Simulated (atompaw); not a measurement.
Before and after: PAW (atompaw) potential for gadolinium

- Element: gadolinium (Gd)
- Generator: atompaw 4.2.0.5
- Type: PAW
- Functional: PBEsol
- Relativity: scalar-relativistic
- Frozen core: [Kr] 4d10
- Valence charge: 18
- Reference configuration: 4f7 5s2 5p6 5d1 6s1.75 6p0 (charge +0.25)
- Partial waves: 5s (bound): rc 2.45 bohr; 6s (bound): rc 3.00 bohr; 5p (bound): rc 1.65 bohr; 6p (bound, empty): rc 3.00 bohr; 5d (bound): rc 3.00 bohr; 5d channel at 2.7 Ry: rc 3.00 bohr; 4f (bound): rc 1.25 bohr; 4f channel at 4.4 Ry: rc 1.25 bohr
- Local potential: troulliermartins scheme with l = 4 at 0 Ry, radius 2.60 bohr
- Core correction: smooth core density matched at 2.60 bohr
- Augmentation charge: besselshape compensation charge, radius 2.60 bohr; PAW radius 3.00 bohr; waves and projectors: modrrkj vanderbiltortho

Change: all radii scaled by about 1.06 (s 2.60, p 1.74, d 3.18, f 1.32 bohr); local potential troulliermartins scheme with l = 4 at 0 Ry, radius 2.74 bohr; augmentation besselshape compensation charge, radius 2.74 bohr; PAW radius 3.18 bohr; waves and projectors: modrrkj vanderbiltortho; core correction smooth core density matched at 2.74 bohr.

Cutoffs: the cutoffs (Ry, on a coarse ladder) from which the occupation-weighted sum of valence levels, in a spherical-Bessel basis at the reference potential, stays within 10 and 1 mRy of its value at 400 Ry; they do not see the model core or the augmentation charge, which bear on the density cutoff.

Q: What does the change do?

A: The potential gets softer (110 Ry and 180 Ry → 100 Ry and 160 Ry); neither file shows a bound ghost. A larger radius leaves more room for a smooth pseudo-wave, so fewer plane waves are needed.

```csv
quantity,base,changed
"cutoff, loose",110 Ry,100 Ry
"cutoff, tight",180 Ry,160 Ry
loose cutoff by channel (10 mRy a level),"s 8 Ry, p 15 Ry, d 8 Ry, f 70 Ry","s 6 Ry, p 15 Ry, d 6 Ry, f 70 Ry"
bound ghosts,none,none
lowest overlap eigenvalue by channel,"s 0.84, p 0.64, d 1.00, f 1.00","s 1.00, p 0.63, d 0.67, f 1.00"
```

 The cutoffs see the waves, projectors and local potential, not the compensation charge or the core.
